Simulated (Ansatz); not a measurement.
CH$_{6}$FInOSi, relaxed with RKS PBE0-D4/def2-TZVP in the Gaussian-basis code of Ansatz from a PBE-D4/def2-SVP geometry. The force threshold is 0.005 eV/Å; the program also tests the step.

Charge 0, multiplicity 1. In: def2 effective core potential. The bonds changed during the relaxation, so this is another structure than the one it started from.

Start:

```xyz
11

C     0.175    0.409   -1.342
Si   -0.055   -0.804    0.092
F    -0.710   -2.091   -0.770
In   -1.453    0.984    2.510
O     0.402    0.672    1.407
H     0.977    1.152   -1.166
H     0.385   -0.149   -2.276
H    -0.769    0.971   -1.505
H    -1.377   -0.662    0.924
H     1.125   -1.532    0.677
H     1.299    1.048    1.451
```

Problem. By how much does the energy fall, and how many steps does the optimiser take? (Estimate.)

Solution. The calculation gave: 5.90 kJ/mol, in 15 steps.

Problem. Which bonds change most? (Best estimate.)

Solution. Ansatz gave: Si2–O5 from 2.029 to 1.997 Å; In4–O5 from 2.180 to 2.149 Å; Si2–F3 from 1.682 to 1.653 Å; Si2–H9 from 1.568 to 1.545 Å.

Problem. Give the relaxed structure. (An estimate is asked.)

Solution. The calculation gave: 
```xyz
11

C     0.182    0.395   -1.358
Si   -0.055   -0.768    0.090
F    -0.622   -2.093   -0.719
In   -1.444    0.857    2.569
O     0.322    0.733    1.351
H     1.113    0.959   -1.269
H     0.189   -0.160   -2.298
H    -0.633    1.123   -1.397
H    -1.384   -0.671    0.871
H     1.116   -1.440    0.711
H     1.216    1.066    1.449
```
